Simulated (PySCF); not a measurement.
Gas-phase thermal properties of SnH2

Method: PySCF energies (xtb for GFN2) plus ideal-gas RRHO corrections (1 bar). All species are closed-shell singlets. Sn: scalar-relativistic def2 core potential, no spin-orbit coupling. SnH2: computed as isolated molecules; such fragments, hydroxides, amides, oligomers or adducts are transient or little studied in the gas. The harmonic model lacks anharmonicity and excited electronic states, which grow with temperature; levels with a mode under 35 cm⁻¹ are left out.

```
level           point group  σ  ZPE (kJ/mol)  S°298 (J/mol/K)  Cp298 (J/mol/K)  S°1000 (J/mol/K)  H1000 − H298 (kJ/mol)
--------------  -----------  -  ------------  ---------------  ---------------  ----------------  ---------------------
GFN2-xTB                C2v  2          21.4            230.1             37.1             284.6                   32.8
PBE/def2-SVP            C2v  2          24.3            230.0             36.6             282.8                   31.7
PBE0/def2-TZVP          C2v  2          25.5            229.5             36.3             281.6                   31.3
```
σ: rotational symmetry number. Electronic degeneracy used: 1. Frequencies are unscaled.
